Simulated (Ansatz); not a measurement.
Consider the formal loss of a carbene: `O[CH2][SnH2][OH]` → `[CH2]` (triplet) + `[OH][SnH2][OH]`.

Calculated with Ansatz (gas phase, PBE0-D4/def2-TZVP geometries, no zero-point term in ΔE). CCSD(T)/CBS is the MP2 limit (def2-TZVPP, def2-QZVPP) plus CCSD(T) − MP2 in def2-TZVPP, frozen cores. This one scheme is used for every species. Triplets are unrestricted, without spin–orbit coupling. Elements past krypton have def2 core potentials. For Sn outer-core shells are correlated without core-valence functions, which leaves a few kJ/mol of doubt a bond. One conformer a species, not always the lowest.

```tsv
species	CCSD(T)/CBS(def2) energy (Eh)
`O[CH2][SnH2][OH]`	-406.01996
`[CH2]` (triplet)	-39.09499
`[OH][SnH2][OH]`	-366.80354
```

(1) Work out ΔE.

Largest T1 diagnostic among the species: 0.014.

Results:

(1) ΔE = (-39.09499) + (-366.80354) − (-406.01996) = 0.12143 Eh = +318.8 kJ/mol.

The D4 term adds +9.1 kJ/mol with B3LYP and +4.9 kJ/mol with PBE0; it sums over pairs of atoms, weighted by their polarisabilities, and B3LYP, whose exchange is more repulsive, gets the larger term. In def2-TZVPP, CCSD(T) changes the Hartree–Fock value by +136.7 kJ/mol (the triples alone add +10.0 kJ/mol) and MP2 by +143.3 kJ/mol. From PBE to PBE0 (25 % exact exchange), in def2-TZVPP and without D4, ΔE moves by −7.3 kJ/mol.

B3LYP here is the variant with VWN-RPA as its local correlation; programs differ in this.
